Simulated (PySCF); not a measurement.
# Electron correlation in Se⁺ (selenium, charge +1)

[Ar] 3d10 4s2 4p3, high-spin 4S determinant. All numbers are calculated (PySCF 2.14, scalar relativity by spin-free X2C-1e, in Sapporo-DKH3-DZP-2012 (6s5p3d1f, 43 functions)). Frozen: [Ar] 3d10; 5 electrons correlated.

MP2 pair energies summed by pair of shells (mhartree):

```json
{"pair": "4s-4p", "energy": "-38.32", "share (%)": "65.5"}
{"pair": "4p-4p", "energy": "-14.03", "share (%)": "24.0"}
{"pair": "4s-4s", "energy": "-6.18", "share (%)": "10.6"}
```

Total MP2 correlation energy: -58.53 mhartree.

Same-spin part -15.92 and opposite-spin part -42.61 mhartree; SCS-MP2 scales them by 1/3 and 6/5 to -56.44 mhartree.

```tsv
level	correlation energy (mhartree)
CCSD	-73.17
(T)	-0.83
CCSD(T)	-74.00
```

Diagnostics: T1 = 0.0013, D1 = 0.0029, largest double amplitude 0.060.

Cost of the coupled-cluster step: 0.42 s of wall time on 1 thread of AMD EPYC 7R43 64-Core Processor (shared host), for 5 correlated electrons.

Iterations:

```
CC2 = 0
CCSD nocc = (np.int64(4), np.int64(1)), nmo = (29, 29)
frozen orbitals [[0, 1, 2, 3, 4, 5, 6, 7, 8, 9, 10, 11, 12, 13], [0, 1, 2, 3, 4, 5, 6, 7, 8, 9, 10, 11, 12, 13]]
max_cycle = 100
direct = 0
conv_tol = 1e-08
conv_tol_normt = 1e-06
diis_space = 8
diis_start_cycle = 0
Init t2, MP2 energy = -0.0585285458293959
Init E_corr(UCCSD) = -0.0585285458465328
cycle = 1  E_corr(UCCSD) = -0.0699371356760045  dE = -0.0114085898  norm(t1,t2) = 0.0370168
cycle = 2  E_corr(UCCSD) = -0.0723401310879297  dE = -0.00240299541  norm(t1,t2) = 0.00987366
cycle = 3  E_corr(UCCSD) = -0.073186346918122  dE = -0.00084621583  norm(t1,t2) = 0.00324021
cycle = 4  E_corr(UCCSD) = -0.073172465147949  dE = 1.38817702e-05  norm(t1,t2) = 0.000339727
cycle = 5  E_corr(UCCSD) = -0.0731728058307686  dE = -3.4068282e-07  norm(t1,t2) = 2.74814e-05
cycle = 6  E_corr(UCCSD) = -0.0731725474573072  dE = 2.58373461e-07  norm(t1,t2) = 5.75963e-06
cycle = 7  E_corr(UCCSD) = -0.073172710302245  dE = -1.62844938e-07  norm(t1,t2) = 6.92262e-07
cycle = 8  E_corr(UCCSD) = -0.0731726639158236  dE = 4.63864215e-08  norm(t1,t2) = 1.43285e-07
cycle = 9  E_corr(UCCSD) = -0.073172669442006  dE = -5.52618247e-09  norm(t1,t2) = 3.01322e-08
UCCSD converged
E(UCCSD) = -2427.771634873029  E_corr = -0.07317266944200602
UCCSD(T) correction = -0.000829730624709339
```
